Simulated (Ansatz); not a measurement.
Abridged output of a molecular run in Ansatz:

```
Functional definition: HF
679 factors; integrals over basis functions are off by at most 8.8e-4 eV
mean field evaluation 1: about -59210.4627 eV, gradient 2.0e1 eV
mean field evaluation 2: about -59210.4656 eV, gradient 2.0e1 eV
mean field evaluation 4: about -59212.2525 eV, gradient 1.9e0 eV
mean field evaluation 8: about -59212.3092 eV, gradient 1.7e-1 eV
mean field -59212.30970901 eV, -2176.0122462610 hartree, gradient 3.0e-6 eV, S^2 0.754389; 0 other end points of the search recorded, 0 dependent functions left out
10 core orbitals not correlated: weight in the atoms' cores, before any rotation towards them, 1.000 or more for the frozen orbitals, at most 0.000 for the correlated occupied ones
reference -59212.30970901 eV, -2176.0122462610 hartree; 12, 11 occupied and 85, 86 virtual orbitals, 679 factors
second order -13.31466320 eV of doubles, -0.00000000 eV of singles
cycle   1  -13.09066791 eV  change    2.2e-1 eV  update   9.1e-2
cycle   2  -13.47583255 eV  change   -3.9e-1 eV  update   2.9e-2
cycle   3  -13.56761978 eV  change   -9.2e-2 eV  update   1.6e-2
cycle   4  -13.55790862 eV  change    9.7e-3 eV  update   4.5e-3
cycle   5  -13.55642579 eV  change    1.5e-3 eV  update   2.4e-3
cycle   6  -13.55767896 eV  change   -1.3e-3 eV  update   8.3e-4
cycle   7  -13.55760489 eV  change    7.4e-5 eV  update   4.1e-4
cycle   8  -13.55758768 eV  change    1.7e-5 eV  update   1.1e-4
cycle   9  -13.55763176 eV  change   -4.4e-5 eV  update   5.1e-5
cycle  10  -13.55762061 eV  change    1.1e-5 eV  update   1.5e-5
perturbative correction -0.41450153 eV, -0.0152326504 hartree
Total energy: -59226.28183115 eV, -2176.5257122791 hartree
Checks for a lower state left out: cluster_reference
```

Its atoms:

```xyz
4

F     1.096    1.111    0.016
Ge   -0.201    0.004    0.389
H    -1.307    0.298   -0.654
H     0.412   -1.412    0.249
```

(1) Which basis set was used?
A. cc-pV(D+d)Z
B. def2-TZVPP
C. def2-QZVPP
D. def2-SVP

(2) Write the keys of the input that set method, charge and spin (a neutral closed shell needs none for the last two).

Results:

(1) B. It gives 107 functions.

(2) 
```yaml
magnetization: {spin_polarized: true, initial_magnetization: 1}
correlation: {method: ccsd_t}
scf: {omitted_lower_state_checks: [cluster_reference]}
```
